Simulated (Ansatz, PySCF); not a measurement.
The pair A = SiH4 (SMILES [SiH4]) (first 5 atoms), B = CH4O (SMILES CO); geometry from B3LYP-D3(BJ)/def2-TZVP.
(charge 0, multiplicity 1):
```xyz
11

Si    -0.179    -0.140     0.274
H     -1.134    -0.890     1.119
H     -0.324     1.315     0.499
H     -0.512    -0.417    -1.147
H      1.207    -0.581     0.527
C     -0.255    -0.417     4.069
O      0.429     0.480     3.202
H     -0.140    -0.133     5.120
H      0.195    -1.398     3.923
H     -1.321    -0.486     3.830
H      0.050     1.359     3.299
```

Frozen-core correlation. Rows in 6-31G* carry no dispersion term and start afresh at each structure (6-31G* with six Cartesian d functions).

Codes used: Ansatz (a quantum-chemistry and plane-wave program) with Gaussian orbitals; PySCF for 6-31G* rows. 

Total energies (hartree), monomers frozen at their geometry in the pair:

```csv
structure,HF/6-31G*,B3LYP/def2-TZVPPD,MP2/aug-cc-pV(D+d)Z
AB,-406.2616366,-407.6982192,-406.7978615
A in the pair's basis,-291.2250245,-291.9171516,-291.3723544
B in the pair's basis,-115.0365602,-115.7805262,-115.4225307
A,-291.2248478,-291.9170902,-291.3716029
B,-115.0346475,-115.7804840,-115.4216703
```

Question: Work out the interaction energy without and with the counterpoise correction, and the superposition error, for each level.

Answer: 
E(AB) − E(A) − E(B), times 627.509 kcal/mol, with the monomers in their own basis and then in the pair's basis:
- HF/6-31G*: -1.34 uncorrected, -0.03 corrected; the monomers gain 1.31 kcal/mol from borrowed functions
- B3LYP/def2-TZVPPD: -0.40 uncorrected, -0.34 corrected; the monomers gain 0.06 kcal/mol from borrowed functions
- MP2/aug-cc-pV(D+d)Z: -2.88 uncorrected, -1.87 corrected; the monomers gain 1.01 kcal/mol from borrowed functions
